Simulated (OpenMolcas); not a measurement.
Re4+: moving the ligands

Re4+ with 6 ligands (chloride) in octahedral coordination (Oh) at 2.39 Å. A charge of +0.333 e stands 3.2 Å behind each ligand. Ligand basis ANO-RCC-VDZP.

- Program: OpenMolcas 26.06
- Method: CASSCF
- Basis: ANO-RCC-VDZP [7s6p4d2f1g]
- Scalar Hamiltonian: DKH2, point nucleus
- Active space: 3 electrons in 5 orbitals (5d)
- State averaging: 2S+1 = 4 even, 10 roots; 2S+1 = 2 even, 40 roots
- Spin-orbit coupling: state interaction with AMFI integrals over the reference wave functions

Runs around this geometry, states (labels of O, the rotations of Oh). Energies in cm-1 above the lowest state or level, χT in cm3 K/mol; 10Dq and B are least-squares fits to the states below 45000 cm-1, weighted by degeneracy, with a free offset, and given where the rms deviation is under 5 % of |10Dq| (or 100 cm-1) and under 700 cm-1.

| R (Å) | Ground state | First state of that spin | 10Dq | B (rms of fit) | First gap with spin-orbit (degeneracies) | χT at 300 K | First state of another spin |
| --- | --- | --- | --- | --- | --- | --- | --- |
| 2.31 | 4A2 | 4T2 30021 | 28657 | 546 (504) | 11615 (4, 4) | 1.513 | 2E 12251 |
| 2.39 | 4A2 | 4T2 26260 |  |  | 11884 (4, 4) | 1.444 | 2E 12711 |
| 2.47 | 4A2 | 4T2 23020 |  |  | 12004 (4, 4) | 1.370 | 2E 13075 |

Taking the first state of the same spin as R^-n, n = -ln(23020 / 30021) / ln(2.47 / 2.31) = 4.0 between the shortest and longest distance.

Without dynamic correlation the repulsion within the d shell is too large (B by tens of per cent), so at a given field states of lower spin stand too high. With metal d orbitals alone the field can be off either way by tens of per cent. Ligand-to-metal charge-transfer states are missing. With no ligand orbital active B as a rule stays too high, so bands that hang on it stand too high and its fall with covalency is understated. The least metal-like active orbital is 65 % on the metal (Löwdin) and no ligand orbital is active, so the numbers are rough (holds for R = 2.31). The least metal-like active orbital is 68 % on the metal (Löwdin) and no ligand orbital is active, so the numbers are rough (holds for R = 2.39). The least metal-like active orbital is 69 % on the metal (Löwdin) and no ligand orbital is active, so the numbers are rough (holds for R = 2.47). No measured value stands beside these numbers; the geometry was imposed, not optimised, and the real ion may take another.
